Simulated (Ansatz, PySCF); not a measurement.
The pair A = GeH4 (SMILES [GeH4]) (first 5 atoms), B = CH5N (SMILES CN); geometry from B3LYP-D3(BJ)/def2-TZVP.
(charge 0, multiplicity 1):
| atom | x (Å) | y (Å) | z (Å) |
|---|---|---|---|
| Ge | 0.1056 | 0.2676 | 0.4932 |
| H | 0.5397 | 1.7002 | 0.8242 |
| H | -1.3136 | -0.0119 | 1.0041 |
| H | 1.0990 | -0.7557 | 1.0585 |
| H | 0.0934 | 0.1152 | -1.0462 |
| C | -0.3100 | -0.9255 | 4.0728 |
| N | 0.0805 | 0.4239 | 3.6679 |
| H | 0.4138 | -1.6402 | 3.6782 |
| H | -1.2767 | -1.1661 | 3.6280 |
| H | -0.3855 | -1.0801 | 5.1567 |
| H | 0.9856 | 0.6709 | 4.0493 |
| H | -0.5833 | 1.1111 | 4.0038 |

Correlated levels freeze the cores. Filled d and f shells under p-block atoms count as core. CBS(a, b) extrapolates the correlation energy as X⁻³ and adds the Hartree–Fock energy of set b. MP2 and its Hartree–Fock in aug-cc-pVTZ are density fitted.

The values were computed with Ansatz (a program for electronic structure); PySCF for the dispersion terms. Values without a source in brackets are computed.

The monomers are drawn apart, rigid, along the line of their centres of mass. Counterpoise-corrected interaction energies (kcal/mol):

```tsv
level	R = 4.719 Å	R = 5.990 Å
PBE/def2-TZVPPD	-0.6226	-0.1464
PBE-D3(BJ)/def2-TZVPPD	-1.0393	-0.2543
wB97M-V/def2-TZVPPD	-0.9449	-0.2416
MP2/CBS(aug-cc-pVDZ, aug-cc-pVTZ) + ΔCCSD(T)/aug-cc-pVDZ	-0.9669	-0.2492
```

**Question.** R is the distance of the centres of mass. Find the local exponent m of E ∝ R⁻ᵐ between the two points.

**Answer.** 
m = ln(E₁/E₂)/ln(R₂/R₁): PBE/def2-TZVPPD 6.1; PBE-D3(BJ)/def2-TZVPPD 5.9; wB97M-V/def2-TZVPPD 5.7; MP2/CBS(aug-cc-pVDZ, aug-cc-pVTZ) + ΔCCSD(T)/aug-cc-pVDZ 5.7. For scale, two fixed dipoles give m = 3, dipole and quadrupole 4, quadrupoles 5, and dispersion or dipole-induced dipole 6 at long range; at these distances several terms mix, and what is left of overlap and damping shifts m, so it need not match one of them.
